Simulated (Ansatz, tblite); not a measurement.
Cost and result up the ladder for the cluster Ta5⁺ (5 atoms). Charge 1, multiplicity 1. Geometry: PBE-D4/def2-SVP.

```tsv
atom	x (Å)	y (Å)	z (Å)
Ta1	-0.5654	-0.2363	1.4572
Ta2	1.4134	1.2315	0.8215
Ta3	-0.2018	1.0791	-1.1379
Ta4	1.0042	-1.1036	-0.4172
Ta5	-1.6503	-0.9707	-0.7236
```

Ansatz on 4 threads of AMD EPYC 9R45 on a shared host; xTB runs through tblite on one thread. Times are rough, summed over both states, and most runs start from the orbitals of an earlier one. PBE0-D4/def2-TZVP serves as the yardstick here, not as an exact answer. The other state is a quintet at its own geometry.

In the def2 sets Ta takes a core potential; there is no spin–orbit coupling. The xTB rows come from tblite. At PBE0-D4/def2-TZVP a triplet of charge 1 lies 0.15 eV below the restricted singlet, each at its own geometry. At PBE0-D4/def2-TZVP a triplet of charge 1 lies 0.83 eV below the quintet, each at its own geometry. The structure comes from a short search, and lower isomers may exist.

Run but left out: HF/def2-TZVP, r2SCAN-D4/def2-TZVP, PBE-QIDH/def2-TZVP, MP2/def2-TZVP (singlet: restricted singlet, unstable towards broken spin symmetry).

xTB has no spin-polarisation term.

```json
{"level": "GFN2-xTB", "functions": "45", "quintet − singlet (eV)": "6.60", "difference from PBE0-D4/def2-TZVP (eV)": "5.92", "remarks": "–"}
{"level": "PBE-D4/def2-TZVP (with forces)", "functions": "200", "quintet − singlet (eV)": "0.94", "difference from PBE0-D4/def2-TZVP (eV)": "0.27", "remarks": "–"}
{"level": "GFN1-xTB", "functions": "45", "quintet − singlet (eV)": "1.56", "difference from PBE0-D4/def2-TZVP (eV)": "0.88", "remarks": "–"}
{"level": "PBE0-D4/def2-TZVP", "functions": "200", "quintet − singlet (eV)": "0.68", "difference from PBE0-D4/def2-TZVP (eV)": "0.00", "remarks": "–"}
{"level": "r2SCANh-D4/def2-TZVP", "functions": "200", "quintet − singlet (eV)": "0.43", "difference from PBE0-D4/def2-TZVP (eV)": "-0.25", "remarks": "spin-contaminated (⟨S²⟩ 6.18) (quintet)"}
```

(1) Estimate how long each takes.

## Answers

(1) GFN1-xTB 0.01 s; GFN2-xTB 0.031 s; PBE-D4/def2-TZVP (with forces) 7.6 s; PBE0-D4/def2-TZVP 11 s; r2SCANh-D4/def2-TZVP 13 s. On shared hardware such times vary by a factor of up to 3.
